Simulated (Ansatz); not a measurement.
C₂H₃BS (`BSC#C`). The species carries charge 0 and has multiplicity 1. Geometry: relaxed with PBE0-D4/def2-TZVP.

```xyz
7

B    -0.179    0.474    0.543
S     0.585    1.591   -0.940
C     0.439   -0.033   -1.032
C     0.067   -1.058   -0.439
H    -1.352    0.663    0.624
H     0.586    0.442    1.456
H    -0.147   -2.078   -0.212
```

Task: What is the dipole moment at ωB97M-V/def2-TZVPP? (Estimate.)

Result: Computed: 1.56 D, with components (0.04, -1.48, -0.49) D in this frame, pointing from negative to positive charge.

Task: And with PBE, r2SCAN, B3LYP? (Best estimate.)

Result: The calculation gave: PBE 1.36 D, r2SCAN 1.44 D, B3LYP 1.45 D.

Task: Give the Mulliken charges with ωB97M-V, r2SCAN, B3LYP in def2-TZVPP. (Best estimate.)

Result: Computed: 
```csv
atom,ωB97M-V,r2SCAN,B3LYP
B1,-0.22,0.01,-0.06
S2,-0.03,-0.04,-0.07
C3,0.05,0.07,0.04
C4,-0.17,-0.22,-0.19
H5,0.08,0.00,0.03
H6,0.08,0.00,0.03
H7,0.20,0.19,0.22
```

B3LYP here is the variant with VWN-RPA as its local correlation; programs differ in this.
